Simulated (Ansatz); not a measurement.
System: CH$_{3}$BCl (charge 0, doublet). It need not be the lowest isomer of its formula. SMILES: C[B]Cl
Coordinates optimised at B3LYP-D3(BJ)/def2-TZVP (Ansatz, a program for electronic structure):
```xyz
6

B     -0.1480     0.6915    -0.3146
Cl     0.9930    -0.5518     0.0892
C     -1.6637     0.6681    -0.0080
H     -2.1131     1.6610     0.0146
H     -1.9002     0.1353     0.9185
H     -2.1461     0.1190    -0.8280
```
Charge 0, spin multiplicity 2.

Computed values are from Ansatz. Correlated levels leave the core frozen unless marked. UHF or UKS for open shells. No spin-orbit coupling. No relativistic terms. Basis-set limits of correlation are two-point, X^-3; Hartree-Fock from the larger set. [CCSD(T)-MP2]/basis is that difference in the basis named.

- atomisation energy De: 495.8 kcal/mol at RI-MP2/CBS(cc-pV(T+d)Z,cc-pV(Q+d)Z)+[CCSD(T)-MP2]/cc-pV(T+d)Z
- total energy: -524.3918 Eh at RI-MP2/CBS(cc-pV(T+d)Z,cc-pV(Q+d)Z)+[CCSD(T)-MP2]/cc-pV(T+d)Z
- dipole moment: 1.31 D at CCSD(T)/aug-cc-pV(D+d)Z
- T1 diagnostic: 0.014 at CCSD/cc-pV(T+d)Z
